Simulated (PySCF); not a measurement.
WO2FCl, SMILES [F][W]([Cl])(=[O])=[O], multiplicity 1.

Geometry optimised at B3LYP-D3(BJ)/def2-SVP. The spin state was assumed, not searched. The structure was generated by enumeration; whether it is a known compound was not checked. The def2 effective core potentials stand for the cores of W; spin–orbit coupling is left out.

Two levels are set side by side: TDA-PBE/def2-SVPD (PySCF) and TDA-B3LYP/def2-SVPD (PySCF). Vertical, same geometry. The lowest singlet is HOMO→LUMO 94 % with PBE and HOMO→LUMO 94 % with the other functional; states are paired by order. Differences are taken from unrounded values.

| quantity | TDA-B3LYP | TDA-PBE | TDA-PBE minus TDA-B3LYP |
|---|---|---|---|
| lowest singlet excitation (eV) | 4.87 | 4.55 | -0.32 |
| lowest triplet excitation (TDA) (eV) | 4.39 | 4.14 | -0.25 |

A lower first singlet is the usual sign of a functional without exact exchange. Differences between two approximate levels are no errors against the true value.

Rough cost on one machine, each run with all the roots and properties that it gave: TDA-B3LYP against TDA-PBE about 2 times.
